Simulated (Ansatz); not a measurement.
Start from `CSBO[SiH3]` and change one atom or group to get `O[SiH2]BO[SiH3]`.

Ansatz, PBE0-D4/def2-TZVP geometries, multiplicity 1. Each molecule was computed in one conformer, which needn't be the lowest.

```tsv
property	`CSBO[SiH3]`
HOMO energy (PBE0/def2-TZVPP) / eV	-7.35
HOMO–LUMO gap (B3LYP/def2-TZVPP) / eV	6.71
HOMO–LUMO gap (PBE0/def2-TZVPP) / eV	7.15
HOMO–LUMO gap (PBE/def2-TZVPP) / eV	5.03
LUMO energy (B3LYP/def2-TZVPP) / eV	-0.40
LUMO energy (PBE0/def2-TZVPP) / eV	-0.20
```

Task: What does the change do to each property? (An estimate is asked.)

Result: Computed: 
```
                             property  `O[SiH2]BO[SiH3]`  shift
   HOMO energy (PBE0/def2-TZVPP) / eV              -7.36  -0.01
HOMO–LUMO gap (B3LYP/def2-TZVPP) / eV               5.66  -1.05
 HOMO–LUMO gap (PBE0/def2-TZVPP) / eV               6.04  -1.11
  HOMO–LUMO gap (PBE/def2-TZVPP) / eV               3.78  -1.25
  LUMO energy (B3LYP/def2-TZVPP) / eV              -1.51  -1.11
   LUMO energy (PBE0/def2-TZVPP) / eV              -1.31  -1.11
```

B3LYP here is the variant with VWN-RPA as its local correlation; programs differ in this.
